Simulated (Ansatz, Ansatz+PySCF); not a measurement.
| atom | x (Å) | y (Å) | z (Å) |
| --- | --- | --- | --- |
| C | 0.0000 | 0.0000 | 0.0000 |
| H | 0.6974 | 0.6974 | 0.6974 |
| H | 0.6340 | -0.6340 | -0.6340 |
| H | -0.6340 | 0.6340 | -0.6340 |
| H | -0.6340 | -0.6340 | 0.6340 |

Basis set: 6-31G (spherical functions). Frozen core: 1 orbital. Charge 0, multiplicity 1.

Computed with Ansatz (development build ahead of 0.2.0); each method stands on the lowest determinant of its kind that the runs found. Restricted open shells among the atoms or ions are ROHF, correlated in semicanonical orbitals with singles. Restricted functionals stand beside restricted open-shell atoms, which can lie above the unrestricted atoms usual in DFT and then raise those values.

**Question.** Give the atomization energy at this shape (free ground-state atoms in the same class of orbitals less the molecule, no zero-point energy) of singlet CH₄ by PBE0 (restricted), RHF-CCSD(T), RHF-MP2.

**Answer.**

| method | atomization energy |
| --- | --- |
| PBE0 (restricted) | 1720.3 kJ/mol |
| RHF-CCSD(T) | 1539.6 kJ/mol |
| RHF-MP2 | 1519.5 kJ/mol |

Caution: the shape is not the minimum.

This basis has no polarisation functions and is too small for such energies, which can lie far from measured ones in either direction.
